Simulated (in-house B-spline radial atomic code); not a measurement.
Values are calculated unless marked as measured or tabulated.
**Mg ion on W atom: potential, deflection and energy transfer**

The pair potential comes from two frozen, spherical free-atom densities (PBE, B-spline radial code, scalar-relativistic past argon): electrostatics plus the change in Thomas-Fermi kinetic and Dirac exchange energy where they overlap, the recipe behind the universal ZBL potential, which averages such potentials (from solid-state densities) over many pairs. It is written V = (Z1 Z2 e²/r) φ(r/a), with e² = 14.3996 eV·Å and a = 0.46850 Å/(Z1^0.23 + Z2^0.23); ZBL's fit is φ = 0.18175 e^(−3.1998x) + 0.50986 e^(−0.94229x) + 0.28022 e^(−0.4029x) + 0.02817 e^(−0.20162x). Where φ falls below 4e-4 it is continued as an exponential.

Masses 24.3 and 183.84 u.

```csv
x = r/a,"φ, this pair","φ, ZBL"
0.1,0.8792,0.8928
0.5,0.6006,0.6096
1.5,0.2937,0.2995
3,0.126,0.1292
5,0.051,0.05224
8,0.01592,0.01705
12,0.004525,0.00474
17,0.001253,0.001212
```

Problem. At x = 0.5 the electrostatic, kinetic and exchange parts are 122991.93, 23872.49 and -576.98 eV. Find r, V and φ.

Solution. a = 0.46850/(1.7710 + 2.6911) = 0.10500 Å, so r = 0.05250 Å. V = 122991.93 + 23872.49 + (-576.98) = 146287.44 eV. The bare repulsion is 12 × 74 × 14.3996/0.05250 = 243570 eV, so φ = 0.6006, -1.5 % against ZBL's 0.6096. The kinetic (Pauli) term is 16 % of V here.

Problem. The ion comes in at 137.9 keV with impact parameter 0.5250 Å. The scattering integral gives a centre-of-mass angle of 1.202° and a closest approach of 5.025 a. What are the reduced energy, the energy passed on and the laboratory angles?

Solution. ε = E a M2/(Z1 Z2 e² (M1 + M2)) = 137900 × 7.2527e-06 = 1. The most that one collision can pass on is γE with γ = 4 M1 M2/(M1 + M2)² = 0.4125. Here T = γE sin²(θ/2) = 0.4125 × 137900 × 0.0001099 = 6.253 eV. The ion turns by arctan(sin θ/(cos θ + M1/M2)) = 1.1°, and the struck atom leaves at (180° − θ)/2 = 89.4°. The closest approach is 0.528 Å. With ZBL the angle would be 1.22° and T = 6.41 eV.
